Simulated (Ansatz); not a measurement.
Molecular dynamics of CH$_{6}$OSn

Input:

```yaml
crystal:
  periodic: [false, false, false]
  atoms:
    - { symbol: Sn, position_ang: [-0.003062, -0.047266, -0.096914] }
    - { symbol: H, position_ang: [0.127901, 0.011145, 1.619149] }
    - { symbol: H, position_ang: [1.507171, 0.187778, -0.864432] }
    - { symbol: O, position_ang: [-1.048406, 1.539721, -0.708833] }
    - { symbol: H, position_ang: [-1.864688, 1.655674, -0.210676] }
    - { symbol: C, position_ang: [-0.986816, -1.840722, -0.747936] }
    - { symbol: H, position_ang: [-1.945158, -1.964482, -0.224193] }
    - { symbol: H, position_ang: [-1.172543, -1.785102, -1.829665] }
    - { symbol: H, position_ang: [-0.352201, -2.714046, -0.538] }
basis:
  gaussian: { orbitals: def2-SVP }
hamiltonian:
  xc: pbe0
  dispersion: d4
md:
  timestep: 0.5
  n_steps: 100
  ensemble: nvt_langevin
  temperature: 500.0
  initial_velocities: maxwell_boltzmann
  seed: 651755
  friction: 0.05
```

Launched with:

```bash
$ ansatz run input.yaml --threads 2 --pin off --max-ram 3072MiB --backend cpu --events-out ev --progress --plain --runs-dir out
```

It starts from a relaxed structure.

Output, in part (step lines, the closing report, with atoms numbered from 0):

```
md step     0: t =     0.00 fs  T =   444.4 K  F+E_penalty+E_count = -9007.17169405 eV  E_kin = 0.517040 eV  (24 SCF iters)
[... lines left out ...]
Total energy: -9006.70665531 eV, -330.9903646177 hartree
Atom 0 at     0.038245    -0.018425    -0.005788 Å, force    -0.366063    -1.910137     0.193743 eV/Å
Atom 1 at     0.230711    -0.111089     1.708022 Å, force     0.127888     0.150325    -0.109741 eV/Å
Atom 2 at     1.382222     0.223370    -1.000734 Å, force     0.391153    -0.131146     0.059549 eV/Å
Atom 3 at    -0.950905     1.508218    -0.619111 Å, force    -2.184851     2.120247     0.125662 eV/Å
Atom 4 at    -1.827285     1.774154    -0.235280 Å, force     1.421912    -0.595718    -0.465379 eV/Å
Atom 5 at    -1.226399    -1.697475    -0.691073 Å, force     3.961461     0.379372    -3.737417 eV/Å
Atom 6 at    -2.072862    -1.813159    -0.152390 Å, force    -3.228864    -0.391534     2.242777 eV/Å
Atom 7 at    -1.517948    -1.434213    -1.789156 Å, force     0.510327    -0.480313     1.729256 eV/Å
Atom 8 at    -0.627394    -2.660334    -0.695970 Å, force    -0.632962     0.858904    -0.038449 eV/Å
Dipole moment:    -0.111107    -0.223168     0.243209 e Å
```

The steps, from the saved trajectory:

```csv
time (fs),T (K),potential energy less start (eV)
0.0,444,0.000
1.5,235,0.054
3.0,291,0.113
4.5,303,0.141
6.0,263,0.256
7.5,280,0.282
9.0,352,0.220
10.5,310,0.291
12.0,309,0.328
13.5,362,0.340
15.0,385,0.372
16.5,421,0.322
18.0,390,0.283
19.5,436,0.269
21.0,485,0.216
22.5,289,0.335
24.0,307,0.326
25.5,306,0.250
27.0,307,0.292
28.5,462,0.221
30.0,498,0.175
31.5,323,0.213
33.0,379,0.169
34.5,357,0.208
36.0,271,0.351
37.5,280,0.295
39.0,410,0.235
40.5,426,0.400
42.0,426,0.356
43.5,466,0.324
45.0,367,0.504
46.5,389,0.480
48.0,556,0.325
49.5,485,0.425
```

All steps were run. The mean temperature of the second half is 21 % below the set value. A run of 0.05 ps of so small a system gives no equilibrium averages.

The same pairs are bonded in the first frame and the last. Pairs count as bonded within 1.25 times the sum of covalent radii (0.12 Å more for H–H).

Last frame:

```xyz
9
Properties=species:S:1:pos:R:3
Sn 0.038 -0.018 -0.006
H 0.231 -0.111 1.708
H 1.382 0.223 -1.001
O -0.951 1.508 -0.619
H -1.827 1.774 -0.235
C -1.226 -1.698 -0.691
H -2.073 -1.813 -0.152
H -1.518 -1.434 -1.789
H -0.627 -2.660 -0.696
```

Time of the run: 4.6 min on 2 threads of Intel(R) Xeon(R) Platinum 8259CL CPU @ 2.50GHz (Skylake/Cascade Lake), with other jobs on the host, peak memory 0.19 GiB.
